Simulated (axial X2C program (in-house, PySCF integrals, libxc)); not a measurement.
Potential curves of AlCd, with spin–orbit coupling

All values were computed with an in-house all-electron X2C program for linear molecules (integrals from PySCF). Two-component (2c) means X2C with spin–orbit coupling and atomic mean-field two-electron Coulomb and Gaunt terms. Basis: Cd dyall-cv3z [12s12p8d5f3g], Al dyall-v3z [8s8p2d1f] (cores contracted in-house); Gaussian nuclei, density fitting, unrestricted open shells. Masses: Cd 113.903 u, Al 26.982 u.

State: Ω = 1/2 (⟨Sz⟩ = -0.50, ⟨Lz⟩ = 1.00 at PBE0). Energies in cm⁻¹ from the fragments at the same level (Cd + Al). Fits are polynomials in 1 − R0/R over 0.85 to 1.23 times the lowest point R0.

```csv
R (Å),PBE0
2.4838,-1133
2.5981,-2082
2.6837,-2459
2.7693,-2635
2.8550,-2666
2.9549,-2575
3.0549,-2399
3.1833,-2102
3.3403,-1705
3.5688,-1155
```

Occupations by symmetry block were frozen at the best pattern of an incomplete PBE0 search. De is counted from the lowest determinant-based energies of the atoms at the same level, without counterpoise correction. Density functionals use the spin component along the axis (collinear). In 2c an atomic determinant is not the ground J level, so De misses part of the atomic spin–orbit lowering. This holds for PBE0. Other states lie close and PBE0, whose exact exchange favours high spin, may order them wrongly; the determinant shown need not be the ground state. The nearest other 2c determinant of the search, Ω = 3/2, lies 0.03 eV up at the distance of the search. The functionals have no current-density term, which raises determinants with orbital currents, atoms included. The atomic limit has a lower orbital projection than the molecule and lies lower at mean-field level, so De may be about a tenth of an eV too small.

**Question.** Fit the PBE0 curve near its minimum: give the equilibrium distance, the harmonic wavenumber and the well depth.

**Answer.** At PBE0, 2c: Re = 2.834 Å, ωe ≈ 153 cm⁻¹, De = 0.33 eV to Cd + Al; Be follows as 0.0962 cm⁻¹.
